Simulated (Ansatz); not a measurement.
InOH₃⁺, that is InH2(OH) with one electron fewer, relaxed as a doublet with UKS PBE-D4/def2-TZVP in Ansatz, starting from the PBE-D4/def2-TZVP geometry of the neutral singlet. Force threshold 0.02 eV/Å.

In the def2 sets In takes a core potential; there is no spin–orbit coupling.

Start:

| atom | x (Å) | y (Å) | z (Å) |
| --- | --- | --- | --- |
| In1 | -0.3012 | -0.4400 | -0.3489 |
| H2 | -0.7741 | -0.2872 | -1.9916 |
| H3 | -0.4375 | -1.6797 | 0.8445 |
| O4 | 0.6206 | 1.2416 | 0.2827 |
| H5 | 0.8923 | 1.1653 | 1.2131 |

| step | energy (eV) | largest force component (eV/Å) | SCF passes |
| --- | --- | --- | --- |
| 1 | -7258.0761 | 1.131 | 87 |
| 2 | -7258.3332 | 2.371 | 47 |
| 3 | -7258.4542 | 1.896 | 41 |
| 4 | -7258.6112 | 0.205 | 41 |
| 5 | -7258.6191 | 0.227 | 36 |
| 6 | -7258.6547 | 0.348 | 38 |
| 7 | -7258.6848 | 0.318 | 34 |
| 8 | -7258.6888 | 0.197 | 34 |
| 9 | -7258.6959 | 0.081 | 34 |
| 10 | -7258.6976 | 0.039 | 34 |
| 11 | -7258.6978 | 0.016 | 35 |

Force components are those of the run's own axes.

End:

| atom | x (Å) | y (Å) | z (Å) |
| --- | --- | --- | --- |
| In1 | -0.384 | -0.332 | -0.660 |
| H2 | -1.048 | -0.441 | -2.194 |
| H3 | -0.056 | -1.083 | 0.967 |
| O4 | 0.907 | 0.722 | 0.527 |
| H5 | 0.582 | 1.134 | 1.359 |

By distances, no bond broke or formed. The bond that changes most is In1–H3, from 1.73 to 1.82 Å (atoms count from 1). A close non-bonded pair moves further: H3–O4, from 3.16 to 2.09 Å.

No frequencies were taken in this run, so the end may be a saddle point.

Run time 11 s (4 threads of Arm Neoverse V2 on a shared host).
